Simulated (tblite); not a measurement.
Species: C6H7N2 (doublet state).
SMILES: `C/N=C1\[CH][C@H](C#N)C1`

Level: GFN2-xTB in tblite, geometry and Hessian alike; calculated harmonic values, unscaled, isolated species. This tight-binding method is rough: wavenumbers can miss measured ones by several per cent, in bad cases by 10 to 20. Open shells enter through the occupations alone, without spin polarisation, and single modes of such species can be off by tens of per cent.

Harmonic wavenumbers (cm⁻¹): 62.2, 92.8, 143.9, 155.6, 223.6, 257.0, 356.7, 455.7, 495.4, 539.8, 617.0, 700.7, 827.5, 930.5, 987.5, 991.9, 1032.1, 1046.0, 1065.3, 1101.2, 1118.6, 1145.3, 1168.0, 1204.5, 1241.3, 1287.3, 1374.6, 1434.4, 1441.1, 1455.4, 1559.8, 2401.8, 2904.8, 2917.8, 2944.7, 2970.7, 3018.8, 3025.6, 3128.0.

A = 6100, B = 1109, C = 1046 MHz; mass 107.061 u (most abundant isotopes); point group C1, symmetry number 1; spin multiplicity 2.

Problem. What is the zero-point energy?

Solution. Half the sum of the wavenumbers: 24912 cm⁻¹ = 298.02 kJ/mol.

Problem. What is S at 200 K and 1 bar for an ideal gas of classical rigid rotors and harmonic oscillators?

Solution. Translation 158.84, rotation 113.05, vibration 59.82, spin (R ln 2) 5.76: S = 337.5 J/(mol K).

Problem. And Cp and H(200 K) − H(0)?

Solution. Cp = 99.10 J/(mol K), of which vibrations give 65.85 (their classical limit is 39 R = 324.3); H(200 K) − H(0) = 13.36 kJ/mol without the zero-point energy, 6.71 from vibrations.

Problem. Blend soft modes into free rotors: weight 1/[1 + (100 cm⁻¹/ν̃)⁴] for the oscillator and the rest for a rotor with moment μB/(μ + B), μ = h/(8π²ν), B = 10⁻⁴⁴ kg m². What vibrational entropy results?

Solution. 56.98 J/(mol K) in place of 59.82, which changes −T·S at 200 K by +0.57 kJ/mol.

Problem. How do the functions run with temperature in this model?

Solution. 
```
 T (K)  S (J/(mol K))  Cp (J/(mol K))  H − H(0) (kJ/mol)  G − H(0) (kJ/mol)  ln q(vib)
   150          311.2            84.3               8.77             -37.91       2.15
   250          361.3           114.8              18.70             -71.61       4.17
298.15          382.8           130.6              24.61             -89.53       5.13
   400          425.9           163.4              39.61            -130.74       7.14
   600          502.4           214.2              77.68            -223.73      11.06
   900          599.1           262.1             149.75            -389.45      16.63
```

q(vib) and H(0) count from the zero-point level.

Hindered rotation and anharmonicity are outside this model. The structure is chiral; the term R ln 2 for an equal mix with its mirror image is left out.
